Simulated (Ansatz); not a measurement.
Cost and result for the atomization energy of `N[Si](F)Cl` radical (6 atoms, 5 bonds).

Charge 0, multiplicity 2. All single points use the PBE0-D4/def2-TZVP geometry. It is one conformer, not always the lowest. Program: Ansatz. All runs use 2 threads of a server CPU on a shared host. Times are those of one run each, without the atoms' runs, and a repeat can differ threefold. Electronic energies, without spin–orbit coupling; frozen cores. CCSD(T)/CBS adds CCSD(T) − MP2 in def2-TZVPP to the MP2 limit, and its time is that of the two runs behind it. T1 = 0.013; ⟨S²⟩ of the reference is 0.76. HSE06 is the plane-wave form, built on full-range PBE exchange.

CCSD(T)/CBS is a level of theory with its own doubt, some kJ/mol a heavy atom from the limit and from the frozen cores, so smaller differences don't rank the functionals.

```json
{"level": "CAM-B3LYP-D4/def2-TZVPP", "functions": "174", "atomization (kJ/mol)": "2105.1", "difference from CCSD(T)/CBS": "6.2", "per bond": "1.2"}
{"level": "HSE06-D4/def2-TZVPP", "functions": "174", "atomization (kJ/mol)": "2091.1", "difference from CCSD(T)/CBS": "-7.8", "per bond": "-1.6"}
{"level": "PBE-D4/def2-TZVPP (with forces)", "functions": "174", "atomization (kJ/mol)": "2146.9", "difference from CCSD(T)/CBS": "48.0", "per bond": "9.6"}
{"level": "CCSD(T)/CBS(def2)", "functions": "–", "atomization (kJ/mol)": "2098.9", "difference from CCSD(T)/CBS": "0.0", "per bond": "0.0"}
{"level": "r2SCAN-D4/def2-TZVPP (with forces)", "functions": "174", "atomization (kJ/mol)": "2110.2", "difference from CCSD(T)/CBS": "11.3", "per bond": "2.3"}
{"level": "CCSD(T)/def2-TZVPP", "functions": "174", "atomization (kJ/mol)": "2015.8", "difference from CCSD(T)/CBS": "-83.1", "per bond": "-16.6"}
{"level": "PBE-QIDH/def2-TZVPP", "functions": "174", "atomization (kJ/mol)": "2071.0", "difference from CCSD(T)/CBS": "-27.9", "per bond": "-5.6"}
{"level": "B97M-V/def2-TZVPP", "functions": "174", "atomization (kJ/mol)": "2106.6", "difference from CCSD(T)/CBS": "7.7", "per bond": "1.5"}
{"level": "BHLYP-D4/def2-TZVPP", "functions": "174", "atomization (kJ/mol)": "2012.0", "difference from CCSD(T)/CBS": "-86.9", "per bond": "-17.4"}
{"level": "LDA (SPW92)/def2-TZVPP", "functions": "174", "atomization (kJ/mol)": "2429.8", "difference from CCSD(T)/CBS": "330.9", "per bond": "66.2"}
{"level": "CCSD(T)/def2-SVP", "functions": "74", "atomization (kJ/mol)": "1869.3", "difference from CCSD(T)/CBS": "-229.6", "per bond": "-45.9"}
{"level": "MP2/def2-QZVPP", "functions": "314", "atomization (kJ/mol)": "2140.3", "difference from CCSD(T)/CBS": "41.4", "per bond": "8.3"}
{"level": "B2PLYP/def2-TZVPP", "functions": "174", "atomization (kJ/mol)": "2070.1", "difference from CCSD(T)/CBS": "-28.8", "per bond": "-5.7"}
```

Problem. Order the runs by time, with rough figures. (Estimate.)

Solution. Ansatz gave: LDA (SPW92)/def2-TZVPP 2.6 s; PBE-D4/def2-TZVPP (with forces) 5.5 s; HSE06-D4/def2-TZVPP 7.1 s; PBE-QIDH/def2-TZVPP 8 s; CCSD(T)/def2-SVP 8 s; BHLYP-D4/def2-TZVPP 8.6 s; CAM-B3LYP-D4/def2-TZVPP 8.6 s; r2SCAN-D4/def2-TZVPP (with forces) 9.6 s; B2PLYP/def2-TZVPP 10 s; B97M-V/def2-TZVPP 14 s; MP2/def2-QZVPP 29 s; CCSD(T)/def2-TZVPP 2.5 min; CCSD(T)/CBS(def2) 3 min.

From BLYP to BHLYP (50 % exact exchange), in def2-TZVPP and without D4, the atomization energy moves by −79.5 kJ/mol: exact exchange takes away binding that semilocal exchange gives to molecules. In def2-TZVPP, CCSD(T) changes the Hartree–Fock value by +550.2 kJ/mol (the triples alone add +38.1 kJ/mol) and MP2 by +623.7 kJ/mol; breaking electron pairs costs correlation energy, which Hartree–Fock lacks. The D4 term adds +21.5 kJ/mol with B3LYP and +11.0 kJ/mol with PBE0; it sums over pairs of atoms, weighted by their polarisabilities, and B3LYP, whose exchange is more repulsive, gets the larger term.

B3LYP here is the variant with VWN-RPA as its local correlation; programs differ in this.
